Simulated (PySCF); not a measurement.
**Ionisation energy along the 5-electron series**

Calculated with PySCF 2.14 and a two-component X2C-1e Hamiltonian (Gaussian nucleus, no Breit or QED terms), each ion in its own even-tempered basis scaled to its charge; GMP2 freezes nothing and drops the highest virtual spinors. Values in eV. NIST values: (m) measured, (s) semi-empirical, (t) theoretical.

```
  ion  configuration  GHF (spin-free)  GMP2 (spin-free)  GHF (screened spin-orbit)  GMP2 (screened spin-orbit)           NIST
Ce⁵³⁺   [He] 2s2 2p1          10502.6           10501.9                    10849.9                     10847.9  10840 ± 5 (t)
Nd⁵⁵⁺   [He] 2s2 2p1          11301.3           11300.7                    11705.7                     11703.6  11694 ± 5 (t)
```

(1) Fill in the row of Pr⁵⁴⁺.

Results:

(1) configuration: [He] 2s2 2p1; GHF (spin-free): 10898.0; GMP2 (spin-free): 10897.4; GHF (screened spin-orbit): 11273.0; GMP2 (screened spin-orbit): 11271.0; NIST: 11262 ± 5 (t).
